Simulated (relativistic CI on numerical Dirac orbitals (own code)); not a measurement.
Calculated at this level of theory: Dirac-Coulomb-Breit CI, KLI orbitals optimised for each configuration, model QED (radiative potential, 1s self-energy scaled to tabulated hydrogen-like ionisation energies), unscaled Slater integrals (own radial code, finite nucleus).

CI space (outside the closed core [Ne]): 3s², 3s3p, 3p², 3s3d, 3d², 3p3d, 3p4s, 3d4s, 3s4s, 3s4p, 3s4d, 3s4f, 3s5s, 3s5p, 3s5d, 4s², 3s5f, 3s5g, 3s6s, 3s6p, 3s6d. Levels of other configurations are missing.

At this charge energies of transitions that change n are usually good to better than 1 %, and those within a shell (Δn = 0) to a few per cent.

Outline of the computed level scheme of Pb LXXI. Lowest level of each configuration: 3s² ¹S0 at 0.00 eV; 3s3p ³P°0 at 165.27 eV; 3p² ³P0 at 393.90 eV; 3s3d ³D1 at 1012.97 eV; 3p3d ³F°2 at 1190.53 eV; 3d² ³F2 at 2041.99 eV; 3s4s ³S1 at 4127.34 eV; 3s4p ³P°0 at 4213.42 eV; 3p4s ³P°0 at 4323.41 eV.

Some strong electric-dipole decays among the lowest 43 levels: 3s4s ¹S0 → 3s3p ¹P°1 (8.6e+13 s⁻¹); 3p4s ³P°0 → 3p² ³P1 (8.2e+13 s⁻¹); 3s4s ³S1 → 3s3p ³P°2 (7.1e+13 s⁻¹); 3s4p ¹P°1 → 3s² ¹S0 (6.9e+13 s⁻¹); 3s4p ³P°1 → 3s² ¹S0 (6.6e+13 s⁻¹); 3p4s ³P°1 → 3p² ¹D2 (5.3e+13 s⁻¹); 3s4s ¹S0 → 3s3p ³P°1 (2.2e+13 s⁻¹); 3s4s ³S1 → 3s3p ³P°1 (2.0e+13 s⁻¹).

LS names give the leading component of a level, which can be under half, so a name can repeat, a term be missing and a line seem to break the LS rules.
